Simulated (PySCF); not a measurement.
PySCF job for C2H4BNO2, SMILES N(=C=O)B(C)O, PBE0-D3(BJ)/def2-SVP. The structure is a stationary point at PBE0-D3(BJ)/def2-SVP. The structure was generated by enumeration, and PubChem lists no compound with its InChIKey, so it may never have been made. The values are those of a single conformer.

```python
import numpy as np
from pyscf import gto, scf, dft, df
from pyscf.hessian import thermo

mol = gto.M(
    atom='''
    B    -0.10375807   -0.95571972   -0.00000000
    C     1.20684452   -1.82802689   -0.00000000
    H     1.82233581   -1.57987646   -0.88017261
    H     1.82233582   -1.57987646    0.88017261
    H     1.02964510   -2.91415839    0.00000000
    N    -0.00443839    0.47289045    0.00000000
    C     0.03287856    1.66531520    0.00000000
    O     0.08524900    2.83342365   -0.00000000
    O    -1.36006737   -1.46523501   -0.00000000
    H    -1.36424922   -2.42696220   -0.00000000
    ''',
    basis='def2-SVP',
    charge=0,
    spin=0,
    max_memory=1600,
    verbose=3,
)
mf = dft.RKS(mol, xc='pbe0').density_fit(auxbasis='def2-universal-jkfit')
mf.disp = 'd3bj'
mf.grids.level = 3
mf.conv_tol = 1e-11
mf.max_cycle = 100
mf.kernel()

# [left out here: the lines that compute and print the analytic Hessian (its translational invariance restored by hand, since the grid's response is missing), thermochemistry and intensities]
```

Output:

```
converged SCF energy = -308.213904284185

WARN: DFTD3 does not support analytical Hessian, using finite difference


WARN: Mole.unit (angstrom) is changed to Bohr

Mode                                 0                   1                   2
Irrep
Freq [cm^-1]                       29.1222             82.1334             96.0984
Reduced mass [au]                   7.0149              1.1298              4.9955
Force const [Dyne/A]                0.0035              0.0045              0.0272
Char temp [K]                      41.9004            118.1717            138.2642
Normal mode                   x     y     z       x     y     z       x     y     z
       0   B                -0.04  0.00  0.00    0.00 -0.00  0.00    0.00 -0.00  0.04
       1   C                 0.03  0.10  0.00   -0.00 -0.00  0.03   -0.00 -0.00 -0.05
       2   H                 0.01  0.15 -0.00   -0.28 -0.38 -0.27   -0.14 -0.08 -0.17
       3   H                 0.01  0.15  0.00    0.28  0.38 -0.27    0.14  0.08 -0.17
       4   H                 0.11  0.09  0.00   -0.00 -0.00  0.54   -0.00 -0.00  0.07
       5   N                -0.16  0.01 -0.00    0.00 -0.00 -0.06    0.00 -0.00  0.20
       6   C                 0.01  0.00  0.00   -0.00 -0.00 -0.00   -0.00 -0.00  0.04
       7   O                 0.13 -0.00  0.00   -0.00 -0.00  0.05   -0.00 -0.00 -0.11
       8   O                -0.00 -0.10 -0.00   -0.00  0.00 -0.02   -0.00  0.00 -0.06
       9   H                 0.07 -0.10  0.00   -0.00  0.00  0.03   -0.00  0.00 -0.17
Mode                                 3                   4                   5
Irrep
Freq [cm^-1]                      318.4119            446.4998            470.8136
Reduced mass [au]                   2.7838              6.1675              2.1368
Force const [Dyne/A]                0.1663              0.7244              0.2791
Char temp [K]                     458.1238            642.4139            677.3960
Normal mode                   x     y     z       x     y     z       x     y     z
       0   B                -0.04 -0.04  0.00    0.08 -0.02 -0.00   -0.00  0.00 -0.20
       1   C                 0.06  0.12  0.00    0.09 -0.06 -0.00   -0.00  0.00 -0.02
       2   H                -0.00  0.28  0.00    0.10 -0.10 -0.00    0.30 -0.25  0.13
       3   H                -0.00  0.28 -0.00    0.10 -0.10  0.00   -0.30  0.25  0.13
       4   H                 0.31  0.08 -0.00    0.03 -0.05  0.00    0.00  0.00  0.27
       5   N                 0.07 -0.06 -0.00   -0.14 -0.02  0.00    0.00 -0.00  0.06
       6   C                 0.02 -0.07  0.00   -0.07 -0.03  0.00    0.00 -0.00  0.03
       7   O                -0.01 -0.07 -0.00    0.02 -0.04 -0.00   -0.00 -0.00 -0.01
       8   O                -0.09  0.07  0.00    0.02  0.14  0.00   -0.00 -0.00  0.06
       9   H                -0.20  0.07  0.00   -0.18  0.14 -0.00    0.00 -0.00 -0.06
Mode                                 6                   7                   8
Irrep
Freq [cm^-1]                      597.5891            602.8237            635.4090
Reduced mass [au]                   1.1328             12.3876             11.3775
Force const [Dyne/A]                0.2383              2.6523              2.7065
Char temp [K]                     859.7977            867.3291            914.2121
Normal mode                   x     y     z       x     y     z       x     y     z
       0   B                -0.00  0.00  0.05    0.00 -0.01  0.00   -0.00 -0.00 -0.00
       1   C                -0.00  0.00 -0.00    0.01 -0.01  0.00    0.00 -0.00 -0.00
       2   H                 0.03 -0.01  0.01    0.01 -0.02 -0.00    0.01 -0.01  0.00
       3   H                -0.03  0.01  0.01    0.01 -0.02  0.00   -0.01  0.01  0.00
       4   H                -0.00  0.00  0.04    0.00 -0.01 -0.00    0.00 -0.00  0.00
       5   N                 0.00 -0.00 -0.03   -0.10  0.00 -0.00    0.00  0.00  0.10
       6   C                 0.00 -0.00 -0.04    0.24 -0.01 -0.00   -0.00  0.00 -0.24
       7   O                 0.00 -0.00  0.02   -0.10  0.01  0.00    0.00  0.00  0.09
       8   O                 0.00 -0.00  0.06   -0.01  0.01 -0.00   -0.00 -0.00 -0.00
       9   H                 0.00  0.00 -0.93   -0.04  0.01 -0.00   -0.00 -0.00  0.10
Mode                                 9                  10                  11
Irrep
Freq [cm^-1]                      660.6898            848.6108            892.1660
Reduced mass [au]                   4.1086              1.5629              1.9811
Force const [Dyne/A]                1.0567              0.6631              0.9290
Char temp [K]                     950.5855           1220.9619           1283.6283
Normal mode                   x     y     z       x     y     z       x     y     z
       0   B                 0.03  0.09  0.00   -0.03  0.04  0.00   -0.00  0.00 -0.17
       1   C                -0.12  0.10  0.00    0.11  0.09 -0.00    0.00  0.00  0.12
       2   H                -0.10  0.01 -0.01    0.22 -0.36 -0.04   -0.38  0.19 -0.10
       3   H                -0.10  0.01  0.01    0.22 -0.36  0.04    0.38 -0.19 -0.10
       4   H                -0.31  0.14 -0.00   -0.47  0.17  0.00   -0.00  0.00 -0.24
       5   N                -0.01 -0.04  0.00    0.03 -0.00 -0.00    0.00  0.00  0.02
       6   C                 0.01 -0.08 -0.00    0.00 -0.01 -0.00   -0.00 -0.00  0.00
       7   O                -0.01 -0.10  0.00   -0.00 -0.02  0.00   -0.00  0.00 -0.00
       8   O                 0.10  0.05 -0.00   -0.08 -0.03 -0.00   -0.00 -0.00  0.04
       9   H                 0.21  0.05  0.00   -0.08 -0.03  0.00    0.00 -0.00 -0.12
Mode                                12                  13                  14
Irrep
Freq [cm^-1]                      959.8652           1209.0864           1314.8624
Reduced mass [au]                   1.4690              2.0478              1.6830
Force const [Dyne/A]                0.7974              1.7638              1.7143
Char temp [K]                    1381.0323           1739.6062           1891.7943
Normal mode                   x     y     z       x     y     z       x     y     z
       0   B                 0.05 -0.11 -0.00   -0.07  0.17 -0.00    0.06  0.10 -0.00
       1   C                -0.05  0.06  0.00   -0.02 -0.04  0.00    0.10 -0.08 -0.00
       2   H                -0.08  0.03 -0.02    0.17 -0.05  0.12   -0.30  0.30 -0.17
       3   H                -0.08  0.03  0.02    0.17 -0.05 -0.12   -0.30  0.30  0.17
       4   H                -0.25  0.10 -0.00    0.32 -0.10 -0.00   -0.36  0.01  0.00
       5   N                 0.00 -0.01 -0.00    0.01  0.04 -0.00    0.00  0.04 -0.00
       6   C                -0.00  0.02  0.00    0.00 -0.01  0.00    0.00  0.00  0.00
       7   O                 0.00  0.04 -0.00   -0.00 -0.07 -0.00   -0.00 -0.05 -0.00
       8   O                 0.07 -0.03  0.00    0.05 -0.04  0.00   -0.04 -0.03  0.00
       9   H                -0.75 -0.01 -0.00   -0.49 -0.02 -0.00   -0.13 -0.03  0.00
Mode                                15                  16                  17
Irrep
Freq [cm^-1]                     1389.8605           1429.8127           1455.5433
Reduced mass [au]                   2.3545              1.0481              1.4716
Force const [Dyne/A]                2.6797              1.2625              1.8370
Char temp [K]                    1999.6999           2057.1821           2094.2027
Normal mode                   x     y     z       x     y     z       x     y     z
       0   B                -0.19 -0.02 -0.00    0.00  0.00 -0.02    0.14  0.03  0.00
       1   C                 0.08  0.00 -0.00   -0.00  0.00 -0.06   -0.03  0.06  0.00
       2   H                -0.28 -0.15 -0.29   -0.05  0.47  0.05   -0.25 -0.31 -0.25
       3   H                -0.28 -0.15  0.29    0.05 -0.47  0.05   -0.25 -0.31  0.25
       4   H                 0.09 -0.01  0.00    0.00 -0.00  0.71    0.44 -0.03 -0.00
       5   N                 0.01 -0.01  0.00   -0.00  0.00  0.00   -0.00  0.02 -0.00
       6   C                 0.00 -0.00 -0.00   -0.00  0.00  0.00   -0.00  0.01  0.00
       7   O                -0.00  0.01  0.00   -0.00 -0.00 -0.00   -0.00 -0.02  0.00
       8   O                 0.09  0.03 -0.00   -0.00 -0.00  0.00   -0.06 -0.02 -0.00
       9   H                -0.01  0.04  0.00   -0.00 -0.00  0.01   -0.05 -0.03 -0.00
Mode                                18                  19                  20
Irrep
Freq [cm^-1]                     1640.8703           2513.3274           3054.9183
Reduced mass [au]                  12.3257             12.7170              1.0393
Force const [Dyne/A]               19.5529             47.3297              5.7148
Char temp [K]                    2360.8471           3616.1186           4395.3473
Normal mode                   x     y     z       x     y     z       x     y     z
       0   B                 0.02  0.12  0.00   -0.00  0.01 -0.00    0.00 -0.00 -0.00
       1   C                 0.00 -0.01 -0.00   -0.00  0.00  0.00   -0.05  0.02  0.00
       2   H                -0.03  0.01 -0.02    0.00  0.00  0.00    0.31  0.13 -0.46
       3   H                -0.03  0.01  0.02    0.00  0.00 -0.00    0.31  0.13  0.46
       4   H                 0.04 -0.01  0.00   -0.00 -0.00 -0.00   -0.10 -0.55 -0.00
       5   N                -0.01 -0.18  0.00   -0.01 -0.12  0.00   -0.00  0.00 -0.00
       6   C                -0.00 -0.05 -0.00    0.01  0.24  0.00   -0.00  0.00  0.00
       7   O                 0.01  0.14  0.00   -0.00 -0.08 -0.00    0.00 -0.00  0.00
       8   O                -0.01 -0.01 -0.00    0.00  0.00  0.00   -0.00  0.00  0.00
       9   H                -0.07 -0.01  0.00   -0.00  0.01  0.00   -0.00 -0.00 -0.00
Mode                                21                  22                  23
Irrep
Freq [cm^-1]                     3145.3514           3158.3620           3923.9294
Reduced mass [au]                   1.0984              1.1037              1.0661
Force const [Dyne/A]                6.4027              6.4870              9.6714
Char temp [K]                    4525.4603           4544.1797           5645.6607
Normal mode                   x     y     z       x     y     z       x     y     z
       0   B                -0.00 -0.00  0.00   -0.00 -0.00  0.00   -0.00  0.00 -0.00
       1   C                -0.00 -0.00  0.09   -0.04 -0.08 -0.00   -0.00 -0.00 -0.00
       2   H                 0.38  0.15 -0.53    0.21  0.07 -0.31   -0.00  0.00  0.00
       3   H                -0.38 -0.15 -0.53    0.21  0.07  0.31   -0.00  0.00 -0.00
       4   H                 0.00  0.00  0.01    0.12  0.77 -0.00    0.00  0.00 -0.00
       5   N                 0.00  0.00 -0.00    0.00 -0.00 -0.00   -0.00 -0.00  0.00
       6   C                -0.00 -0.00  0.00    0.00  0.00  0.00    0.00  0.00  0.00
       7   O                 0.00  0.00  0.00   -0.00 -0.00  0.00   -0.00 -0.00 -0.00
       8   O                 0.00  0.00  0.00    0.00  0.00 -0.00    0.00  0.06  0.00
       9   H                 0.00 -0.00  0.00    0.00  0.00  0.00   -0.02 -0.97 -0.00
temperature 298.1500 [K]
pressure 101325.00 [Pa]
Rotational constants [GHz] 8.67658 1.87314 1.55537
Symmetry number 1
Zero-point energy (ZPE) 0.07034 [Eh]   184680.432 [J/mol]
                           tot       elec      trans        rot        vib
Entropy [J/mol/K]       353.490      0.000    164.134    112.735     76.622
Cv [J/mol/K]             93.284      0.000     12.472     12.472     68.340
Cp [J/mol/K]            101.598      0.000     20.786     12.472     68.340
Internal energy [J/mol]                      3718.434   3718.434 195461.926
Internal energy [Eh]   -308.13662  -308.21390
Enthalpy [J/mol]                             6197.391   3718.434 195461.926
Enthalpy [Eh]          -308.13568
Gibbs free energy [J/mol]                  -42739.148 -29893.360 172617.164
Gibbs free energy [Eh] -308.17582
static polarisability / bohr^3: [[34.528  1.644  0.   ]
 [ 1.644 67.964  0.   ]
 [ 0.     0.    26.941]]
largest difference of analytic and finite-field dipole derivatives / e: 0.001797169083974648
mode   freq/cm-1   IR/(km/mol)   Raman/(A^4/amu)   depolarisation
   1       29.12         1.102             2.480            0.750
   2       82.13         0.002             0.115            0.750
   3       96.10         2.333             0.669            0.750
   4      318.41         4.165             0.952            0.646
   5      446.50         7.466             0.378            0.724
   6      470.81         9.658             0.148            0.750
   7      597.59        89.383             1.618            0.750
   8      602.82        31.200             0.921            0.749
   9      635.41        22.977             0.408            0.750
  10      660.69        17.012             9.181            0.079
  11      848.61         6.845             2.341            0.162
  12      892.17        55.152             0.033            0.750
  13      959.87       189.156             3.460            0.654
  14     1209.09       168.459             1.386            0.676
  15     1314.86       129.172             3.386            0.713
  16     1389.86       288.552             9.193            0.655
  17     1429.81         5.285            15.629            0.750
  18     1455.54        69.445             5.587            0.744
  19     1640.87       139.977            40.038            0.248
  20     2513.33      1620.476             5.730            0.196
  21     3054.92         1.012           142.036            0.002
  22     3145.35         1.883            67.902            0.750
  23     3158.36        14.918            86.977            0.736
  24     3923.93        96.864           105.020            0.281
max |gradient| / (hartree/bohr): 2.582772855686758e-05
APT charges: [ 1.4307 -0.3398  0.0409  0.0409 -0.0039 -1.2316  1.3959 -0.8297 -0.82
  0.3167]
```

The run converged.
